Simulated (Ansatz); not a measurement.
Ansatz (an electronic-structure program) input:

Ansatz 0.2 input:
```yaml
crystal:
  periodic: [false, false, false]
  atoms:
    - {symbol: N, position_ang: [-1.10139600, 0.28069552, 0.24706094]}
    - {symbol: C, position_ang: [0.04274511, -0.02393513, -0.00078960]}
    - {symbol: O, position_ang: [1.14816135, -0.19903996, -0.32068421]}
    - {symbol: H, position_ang: [-1.73198952, -0.22893827, 0.84078472]}
basis:
  gaussian:
    orbitals: def2-TZVP
hamiltonian:
  xc: b3lyp
  dispersion: d3bj
phonons: {temperatures: {t_min: 298.15, t_max: 298.15, t_step: 100}}
```

Q: Predict the final energy.

A: -168.76093 Eh (B3LYP-D3(BJ)/def2-TZVP). The basis has 99 functions.
